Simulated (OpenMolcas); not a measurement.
**V2+, Nb2+, Ta2+: d³ down the group**

```
Program             : OpenMolcas 26.06
Method              : MS-CASPT2, IPEA 0.25 Eh, imaginary shift 0.1 Eh
Basis               : ANO-R2
Scalar Hamiltonian  : X2C, finite nucleus
Spin-orbit coupling : state interaction with AMFI integrals over the reference wave functions, term energies averaged over their components
```

Active space for each ion: 3 electrons in 10 orbitals (d d); closed shells correlated by CASPT2: V2+ 3s 3p; Nb2+ 4s 4p; Ta2+ 5s 5p.

Computed levels in cm-1 above ⁴F_3/2:

```
                               Level    V2+   Nb2+   Ta2+
                              ⁴F_5/2    153    518   2710
                              ⁴F_7/2    364   1183   5240
                              ⁴F_9/2    628   1954   7360
                              ⁴P_1/2  11860   8630  14860
                              ⁴P_3/2  11930   8480  15260
                              ²G_7/2  12050   9470  12510
                              ⁴P_5/2  12110   9800  14520
                              ²P_1/2  15490  10080   9640
                           ²D_5/2(1)  16770  13650  18890
weight of ⁴F in the lowest level (%)    100     99     88
```

Mixed levels, with the weight of the term that names them: Nb2+ ⁴P_1/2 (68 %), Nb2+ ⁴P_3/2 (59 %), Nb2+ ²P_1/2 (68 %), Ta2+ ⁴P_1/2 (53 %), Ta2+ ⁴P_3/2 (51 %), Ta2+ ²P_1/2 (53 %).

Measured, with the error of the calculation in %. Measured levels: V2+ from Sugar and Corliss, J. Phys. Chem. Ref. Data 7, 1191 (1978); Nb2+ from the list in Shadmi, J. Res. Natl. Bur. Stand. 70A, 435 (1966).

| Level | V2+ | Nb2+ |
| --- | --- | --- |
| ⁴F_5/2 | 146 (+5.4) | 516 (+0.4) |
| ⁴F_7/2 | 342 (+6.6) | 1177 (+0.6) |
| ⁴F_9/2 | 584 (+7.6) | 1939 (+0.8) |
| ⁴P_1/2 | 11514 (+3.0) | 8664 (-0.4) |
| ⁴P_3/2 | 11592 (+2.9) | 8608 (-1.5) |
| ²G_7/2 | 11966 (+0.7) | 9236 (+2.6) |
| ⁴P_5/2 | 11770 (+2.9) | 9594 (+2.1) |
| ²P_1/2 | 15580 (-0.6) |  |
| ²D_5/2(1) | 16375 (+2.4) | 13094 (+4.2) |

The fine-structure level ⁴F_9/2 changes by a factor of 11.7 from V2+ to Ta2+.

Without spin-orbit coupling ⁴P lies 11660, 8360, 8450 cm-1 above ⁴F in that order; the difference to the level ⁴P_1/2, of either sign, comes from spin-orbit coupling, which also lowers the zero.

CASPT2 does not keep the components of a term degenerate, so their means are used; among the terms shown or strongly mixed into the levels shown the widest spread is 880 cm-1 (3d³ ⁴F, V2+). The CASPT2 spread within a term exceeds the gap to the next term for 3d³ ⁴P and 3d³ ²G, so the order of their levels is uncertain (figures for V2+; the like holds for Nb2+). Active for correlation alone: 4d; no level in the range computed is led by a configuration that fills it, so any true level of that kind is missing (holds for V2+). Active for correlation alone: 5d; no level in the range computed is led by a configuration that fills it, so any true level of that kind is missing (holds for Nb2+). Active for correlation alone: 6d; no level in the range computed is led by a configuration that fills it, so any true level of that kind is missing (holds for Ta2+). Computed and measured levels are paired by configuration, term and J; levels that our copy of the source lacks, or whose pairing is in doubt (as where it misses far off the trend of its configuration), stay unpaired and out of the deviations. Only configurations of the active space appear.

A number in round brackets counts repeated terms of one configuration in the order of the reference energies.
